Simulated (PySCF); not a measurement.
Gas-phase equilibrium of 1 mol SO2, 57 mol O2 at 2500 K and 0.100 bar, among 11 species (S2O, SO2, O2, O, S2, S6, O3, SO, S8, S, SO3). Only gases are allowed; each row takes one source of thermochemistry for all species, and Cantera finds the minimum.

Energies from PySCF, thermal terms from the rigid-rotor harmonic-oscillator model, ideal gas at 1 bar. † marks an energy on the PBE0/def2-TZVP geometry and frequencies; other levels use their own. CCSD(T) freezes the core. Open shells (unrestricted) among the columns below: O2 (multiplicity 3), O (multiplicity 3, electronic degeneracy 9), SO (multiplicity 3), S (multiplicity 3, electronic degeneracy 9); the rest are closed-shell singlets. Spin-orbit splitting is ignored; it lowers the true energy and changes the entropy of O, S. CCSD(T) isn't extrapolated to the basis-set limit. The harmonic model lacks anharmonicity and excited electronic states, which grow with temperature; levels with a mode under 35 cm⁻¹ are left out. Warning, large T1 diagnostic: SO2 (CCSD(T)/def2-SVP†).

Molecules larger than those listed are left out.

Mole fractions:

| thermochemistry | x O | x O2 | x SO2 | x SO | x S | x SO3 |
|---|---|---|---|---|---|---|
| BLYP/def2-TZVP† | 0.011 | 0.97 | 0.015 | 0.0024 | 9.3e-6 | 2.0e-6 |
| CCSD(T)/def2-SVP† | 0.16 | 0.83 | 0.0020 | 0.011 | 0.0023 | 1.2e-8 |
| HF/def2-TZVP† | 0.99 | 1.1e-5 | 1.8e-9 | 2.3e-5 | 0.0085 | <1e-12 |
| PBE0/def2-TZVP | 0.033 | 0.95 | 0.015 | 0.0022 | 1.4e-5 | 9.0e-6 |
| r2SCAN/def2-TZVP† | 0.020 | 0.96 | 0.015 | 0.0021 | 6.7e-6 | 1.2e-5 |
| LDA/def2-TZVP† | 0.00021 | 0.98 | 0.017 | 8.7e-5 | 2.6e-8 | 5.5e-5 |
The most sensitive of these is SO3: it spans a factor of 10^7.7 over these rows; at this temperature one factor of ten is RT ln 10 = 48 kJ/mol.
